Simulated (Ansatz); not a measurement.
`[CH3][GaH][NH2]`. Total charge 0; spin multiplicity 1.

Cartesian coordinates in Å:
```
C -1.2229 -0.1919 0.8386
Ga 0.3100 -0.6014 -0.3155
N 1.3714 0.7749 -0.8517
H -1.1423 -0.7307 1.7858
H -2.1542 -0.5109 0.3644
H -1.2922 0.8756 1.0532
H 0.7278 -2.0182 -0.8364
H 2.1779 0.6660 -1.4424
H 1.2245 1.7366 -0.5958
```

Task: What are the harmonic wavenumbers in cm⁻¹ at PBE0-D4/def2-TZVP (Ansatz, finite differences of forces, unscaled)? (An estimate is asked.)

Result: Ansatz gave: 51, 162, 283, 364, 541, 547, 578, 701, 716, 757, 769, 1229, 1449, 1451, 1565, 1977, 3053, 3131, 3147, 3613, 3719.

Task: Is this a minimum?

Result: Yes, all 21 modes are real.

Task: Give the ideal-gas thermochemistry at 298.15 K and 1 bar (rigid rotor, harmonic oscillator; point group Cs, symmetry number 1).

Result: Zero-point energy 178.3 kJ/mol; H(298) − E = 196.7 kJ/mol; entropy 320.7 J/(mol·K), of which translation 166.5, rotation 101.1, vibration 53.0; G(298) − E = 101.0 kJ/mol. Modes under 100 cm⁻¹ are hindered rotations or soft bends, so the harmonic entropy is rough.
